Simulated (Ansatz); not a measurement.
The input (input.yaml):

```yaml
crystal:
  periodic: [false, false, false]
  atoms:
    - { symbol: C, position_ang: [1.021239, -0.922157, 1.688825] }
    - { symbol: C, position_ang: [1.23937, -0.741869, 0.189772] }
    - { symbol: O, position_ang: [2.123221, -1.716013, -0.250691] }
    - { symbol: S, position_ang: [-0.354132, -0.890476, -0.78919] }
    - { symbol: Si, position_ang: [-0.968601, 1.175691, -0.843323] }
    - { symbol: "N", position_ang: [-2.669642, 1.360135, -1.040497] }
    - { symbol: H, position_ang: [1.357946, -0.039693, 2.250974] }
    - { symbol: H, position_ang: [1.608983, -1.789856, 2.02029] }
    - { symbol: H, position_ang: [-0.033199, -1.105045, 1.930253] }
    - { symbol: H, position_ang: [1.628754, 0.2718, -0.021946] }
    - { symbol: H, position_ang: [2.235981, -1.610287, -1.202901] }
    - { symbol: H, position_ang: [-0.513885, 1.778542, 0.447409] }
    - { symbol: H, position_ang: [-0.338094, 1.905665, -1.983764] }
    - { symbol: H, position_ang: [-3.052432, 1.352962, -1.979356] }
    - { symbol: H, position_ang: [-3.307607, 0.919803, -0.386453] }
basis:
  gaussian: { orbitals: def2-SVP }
hamiltonian:
  xc: pbe0
  dispersion: d4
phonons: {}
```

Launched with:

```bash
$ ansatz run input.yaml --threads 2 --pin off --max-ram 3072MiB --backend cpu --events-out ev --progress --plain --runs-dir out
```

Hardware: 2 threads of Intel(R) Xeon(R) 6975P-C (Granite Rapids), on a shared host.

**Question.** Roughly how long does this run take, and how much memory?

**Answer.** 2.7 min, with a peak of 0.37 GiB, for 0 ionic steps.
